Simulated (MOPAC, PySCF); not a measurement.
H₂Cl₂O₂Si, SMILES `Cl[Si](O)(Cl)O` (H–O–Si–Cl torsion 59°, Cl–Si–O–H torsion -59°), neutral singlet in the gas phase. 

Cartesian coordinates (Å):
SMILES: [Si](O)(O)(Cl)Cl
```xyz
7

O     -1.1948    -0.6134    -0.7908
Si    -0.0108     0.0556     0.0709
O      1.3566    -0.3901    -0.6526
Cl    -0.0608    -0.5735     2.0118
Cl    -0.1910     2.0877     0.1252
H     -2.1080    -0.4756    -0.5316
H      2.1989    -0.0988    -0.2980
```
Charge 0, spin multiplicity 1.

All levels are single points at this geometry (M06-2X/def2-TZVP); Pople sets use spherical d functions. Orbital energies aren't observables, and empty levels follow the basis.

PBE-D3(BJ)/def2-TZVP in PySCF gives HOMO (eV) = -7.62.

Q: Estimate the HOMO (eV) from each of these levels: M06-2X/def2-TZVP in PySCF; B3LYP/3-21G in PySCF; B3LYP/6-311+G** in PySCF; B3LYP/LANL2DZ in PySCF; BP86/6-31G* in PySCF; PBE/6-31G* in PySCF; SVWN5/6-31G* in PySCF; HF/3-21G in PySCF; HF/6-31G* in PySCF; HF/STO-3G in PySCF; PM3 in MOPAC; PM6 in MOPAC.

A: 
```csv
level,HOMO (eV)
M06-2X/def2-TZVP in PySCF,-10.51
B3LYP/3-21G in PySCF,-9.04
B3LYP/6-311+G** in PySCF,-8.96
B3LYP/LANL2DZ in PySCF,-9.29
BP86/6-31G* in PySCF,-7.65
PBE/6-31G* in PySCF,-7.55
SVWN5/6-31G* in PySCF,-7.66
HF/3-21G in PySCF,-13.08
HF/6-31G* in PySCF,-12.59
HF/STO-3G in PySCF,-10.82
PM3 in MOPAC,-10.50
PM6 in MOPAC,-11.23
```
